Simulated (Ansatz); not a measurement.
Compare A (`C1CSC[SiH2]1`) with its isomer B (`C=CSC[SiH3]`).

Isolated molecules relaxed with PBE0-D4/def2-TZVP in Ansatz; ΔE leaves out vibrations. CCSD(T)/CBS adds triple-zeta CCSD(T) − MP2 to the extrapolated MP2 energy (def2 sets, frozen cores). DFT in def2-TZVPP. B3LYP here is the variant with VWN-RPA as its local correlation; programs differ in this. Each species was taken in one conformer, which may not be the lowest.

Task: Which is lower in electronic energy at CCSD(T)/CBS, and by how much? (An estimate is asked.)

Result: Computed: A, by 113.6 kJ/mol.

Task: Give E(B) − E(A) in kJ/mol with B2PLYP, CCSD/def2-TZVPP, HF/def2-TZVPP, CCSD(T)/def2-TZVPP, MP2/def2-TZVPP, r2SCAN-D4, B3LYP-D4. (Estimate.)

Result: Ansatz gave: B2PLYP 103.4, CCSD/def2-TZVPP 112.1, HF/def2-TZVPP 94.7, CCSD(T)/def2-TZVPP 111.2, MP2/def2-TZVPP 121.5, r2SCAN-D4 112.3, B3LYP-D4 98.8. None reverses the order clearly.

Largest T1 diagnostic: 0.012.

From PBE to PBE0 (25 % exact exchange), in def2-TZVPP and without D4, E(B) − E(A) moves by +13.6 kJ/mol. The D4 term adds +5.2 kJ/mol with B3LYP and +2.3 kJ/mol with PBE0; it sums over pairs of atoms, weighted by their polarisabilities, and B3LYP, whose exchange is more repulsive, gets the larger term.
